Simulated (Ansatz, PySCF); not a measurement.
C5H5F. Atoms are numbered in the order given.

```xyz
11

C     -1.4445    -2.1809     1.5369
C     -0.7573    -1.5014     0.6056
C     -0.1828    -0.1769     0.8371
C      0.4992     0.5158    -0.0558
C      1.2118     1.1803    -0.9283
F      0.6843     2.0550    -1.8065
H     -1.6116    -1.7660     2.5359
H     -1.8615    -3.1693     1.3311
H     -0.6018    -1.9331    -0.3885
H     -0.3421     0.2581     1.8345
H      2.2996     1.0931    -1.0271
```
Charge 0, spin multiplicity 1.

Geometry: B3LYP-D3(BJ)/def2-SVP. The structure was generated by enumeration, and PubChem lists no compound with its InChIKey, so it may never have been made. Other conformers were not sampled.

Vertical ionisation energy (IE) and electron affinity (EA) in eV. Rows of orbital energies are one-electron estimates. Where ΔSCF, EOM or ADC give a negative EA the extra electron is unbound and the value depends on the basis.

```json
[
 {"level": "−ε(HOMO), −ε(LUMO), HF/def2-TZVP (PySCF)", "IE": "9.30", "EA": "-2.36"},
 {"level": "−ε(HOMO), −ε(LUMO), PBE/def2-TZVP (PySCF)", "IE": "6.19", "EA": "2.34"},
 {"level": "ΔSCF, CAM-B3LYP/def2-SVPD (Ansatz), final states of multiplicity 2 and 2", "IE": "9.24", "EA": "-0.32"},
 {"level": "ΔSCF, PBE/def2-SVPD (Ansatz), final states of multiplicity 2 and 2", "IE": "…", "EA": "…"}
]
```

What belongs in the gaps? (An estimate is asked for; the answer gives what the named calculation found.)


- ΔSCF, PBE/def2-SVPD (Ansatz, a quantum-chemistry and plane-wave program), final states of multiplicity 2 and 2, IE: 9.10
- ΔSCF, PBE/def2-SVPD (Ansatz), final states of multiplicity 2 and 2, EA: -0.24

What vertical singlet–triplet gap does ΔSCF give with CAM-B3LYP/def2-SVPD (Ansatz) and with PBE/def2-SVPD (Ansatz)? (The exact figures need the calculation; the answer reports its results.)

3.28 and 3.15 eV (triplet above singlet where positive).
